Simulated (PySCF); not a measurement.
**Broadened absorption spectrum of C4H3FNP**

C₄H₃FNP.
SMILES: `Fc1ccpcn1`

Theory: TDDFT wB97X-D/def2-SVPD, vertical, gas phase, core orbitals frozen in the response in PySCF 2.14.0, density-fitted response routines. Geometry: GFN2-xTB; no solvent, vibrations or thermal averaging.

Each state is given a Gaussian of 0.4 eV full width at half maximum, with ε(max) = 2.175×10⁸ f / Δν̃ (Δν̃ the width in cm⁻¹). The width is an assumption, not a result. The curve ends short of the highest state used, and states not computed would add to its high-energy end.

```json
{"E (eV)": "3.88", "ε (L mol⁻¹ cm⁻¹)": "1"}
{"E (eV)": "3.95", "ε (L mol⁻¹ cm⁻¹)": "3"}
{"E (eV)": "4.02", "ε (L mol⁻¹ cm⁻¹)": "8"}
{"E (eV)": "4.10", "ε (L mol⁻¹ cm⁻¹)": "28"}
{"E (eV)": "4.17", "ε (L mol⁻¹ cm⁻¹)": "66"}
{"E (eV)": "4.25", "ε (L mol⁻¹ cm⁻¹)": "152"}
{"E (eV)": "4.32", "ε (L mol⁻¹ cm⁻¹)": "280"}
{"E (eV)": "4.39", "ε (L mol⁻¹ cm⁻¹)": "484"}
{"E (eV)": "4.47", "ε (L mol⁻¹ cm⁻¹)": "878"}
{"E (eV)": "4.54", "ε (L mol⁻¹ cm⁻¹)": "1448"}
{"E (eV)": "4.62", "ε (L mol⁻¹ cm⁻¹)": "2408"}
{"E (eV)": "4.69", "ε (L mol⁻¹ cm⁻¹)": "3394"}
{"E (eV)": "4.76", "ε (L mol⁻¹ cm⁻¹)": "4239"}
{"E (eV)": "4.84", "ε (L mol⁻¹ cm⁻¹)": "4742"}
{"E (eV)": "4.91", "ε (L mol⁻¹ cm⁻¹)": "4874"}
{"E (eV)": "4.99", "ε (L mol⁻¹ cm⁻¹)": "5275"}
{"E (eV)": "5.06", "ε (L mol⁻¹ cm⁻¹)": "6348"}
{"E (eV)": "5.13", "ε (L mol⁻¹ cm⁻¹)": "8036"}
{"E (eV)": "5.21", "ε (L mol⁻¹ cm⁻¹)": "9790"}
{"E (eV)": "5.28", "ε (L mol⁻¹ cm⁻¹)": "10159"}
{"E (eV)": "5.36", "ε (L mol⁻¹ cm⁻¹)": "8770"}
{"E (eV)": "5.43", "ε (L mol⁻¹ cm⁻¹)": "6489"}
{"E (eV)": "5.50", "ε (L mol⁻¹ cm⁻¹)": "4121"}
{"E (eV)": "5.58", "ε (L mol⁻¹ cm⁻¹)": "2145"}
{"E (eV)": "5.65", "ε (L mol⁻¹ cm⁻¹)": "1240"}
{"E (eV)": "5.73", "ε (L mol⁻¹ cm⁻¹)": "880"}
{"E (eV)": "5.80", "ε (L mol⁻¹ cm⁻¹)": "835"}
{"E (eV)": "5.88", "ε (L mol⁻¹ cm⁻¹)": "817"}
{"E (eV)": "5.95", "ε (L mol⁻¹ cm⁻¹)": "740"}
{"E (eV)": "6.02", "ε (L mol⁻¹ cm⁻¹)": "626"}
{"E (eV)": "6.10", "ε (L mol⁻¹ cm⁻¹)": "585"}
{"E (eV)": "6.17", "ε (L mol⁻¹ cm⁻¹)": "840"}
{"E (eV)": "6.25", "ε (L mol⁻¹ cm⁻¹)": "1818"}
{"E (eV)": "6.32", "ε (L mol⁻¹ cm⁻¹)": "3535"}
{"E (eV)": "6.39", "ε (L mol⁻¹ cm⁻¹)": "6009"}
{"E (eV)": "6.47", "ε (L mol⁻¹ cm⁻¹)": "9051"}
```

Question: Locate the maxima and give the states behind the curve.

Answer: 236 nm (5.26 eV), ε about 10000, made up of S4 (98%) (ε in L mol⁻¹ cm⁻¹; maxima over ε = 5, shares over 10%). At its high-energy end, 6.47 eV, the curve is still rising (ε about 9100, from S7). The states used: S1 4.48 eV (f 0.0043); S2 4.59 eV (f 0.0020); S3 4.82 eV (f 0.063); S4 5.27 eV (f 0.149); S5 5.79 eV (f 0.0071); S6 5.95 eV (f 0.0061); S7 6.58 eV (f 0.163); S8 7.07 eV (f 0.316).

Question: On this curve, what absorbance would a 10⁻⁵ mol/L sample give at 248 nm over a 1 cm path?

Answer: 248 nm is 4.999 eV, where ε is about 5400 L mol⁻¹ cm⁻¹, so A = ε c l ≈ 0.054 (Beer–Lambert, with the gas-phase spectrum and the assumed width).

Question: Coming from long wavelengths, where does ε first pass 100 L mol⁻¹ cm⁻¹?

Answer: At about 295 nm (4.21 eV), 0.27 eV below S1.

Question: Does any computed singlet lie in the visible range?

Answer: No computed singlet lies in the visible range (380 to 750 nm); the lowest, at 277 nm, stands 1.21 eV above its violet end (3.26 eV).
